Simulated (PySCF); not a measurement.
furan-2-ylsilane (C₄H₆OSi), SMILES [SiH3]c1ccco1. Atoms are numbered in the order given.

```xyz
12

Si    -0.0084     2.0505     0.0000
C      0.0989     0.1850     0.0000
C      1.1619    -0.6794     0.0000
C      0.6191    -2.0085     0.0000
C     -0.7352    -1.8509     0.0000
O     -1.0625    -0.5417     0.0000
H     -0.7260     2.5428    -1.2104
H     -0.7260     2.5428     1.2104
H      1.3897     2.5660     0.0000
H      2.2144    -0.3972     0.0000
H      1.1644    -2.9511     0.0000
H     -1.5662    -2.5543     0.0000
```

Geometry optimised at ωB97X-D3(BJ)/def2-SVP.

These are PBE/def2-TZVP (PySCF) values and carry that method's errors.

ESP charges are fitted to the potential on shells at 1.4 to 2.0 van der Waals radii. Atomic charges (e):

```csv
atom,Mulliken,Löwdin,IAO,ESP fit
Si1,0.14,0.28,0.57,-0.02
C2,0.08,___,-0.13,0.19
C3,-0.20,-0.17,-0.20,-0.22
C4,-0.15,___,-0.22,-0.26
C5,-0.01,___,0.00,-0.07
O6,-0.16,0.37,-0.21,-0.13
H7,-0.02,___,-0.11,0.00
H8,-0.02,___,-0.11,0.00
H9,-0.02,___,-0.10,-0.01
H10,0.12,0.15,0.17,0.16
H11,0.12,0.14,0.17,0.19
H12,0.13,___,0.17,0.17
```

**Question.** What belongs in the gaps? (The exact figures need the calculation; the answer reports its results.)

**Answer.** 
- C2, Löwdin: -0.38
- C4, Löwdin: -0.19
- C5, Löwdin: -0.25
- H7, Löwdin: -0.03
- H8, Löwdin: -0.03
- H9, Löwdin: -0.02
- H12, Löwdin: 0.13

Computed Mayer and Wiberg (Löwdin basis) orders of the bonds:
```tsv
bond	Mayer	Wiberg
Si1–C2	1.01	1.14
C2–C3	1.54	1.72
C3–C4	1.23	1.42
C4–C5	1.61	1.79
C2–O6	1.08	1.49
C5–O6	1.15	1.59
Si1–H7	0.94	0.95
Si1–H8	0.94	0.95
Si1–H9	0.95	0.94
C3–H10	0.97	0.84
C4–H11	0.95	0.85
C5–H12	0.96	0.87
```
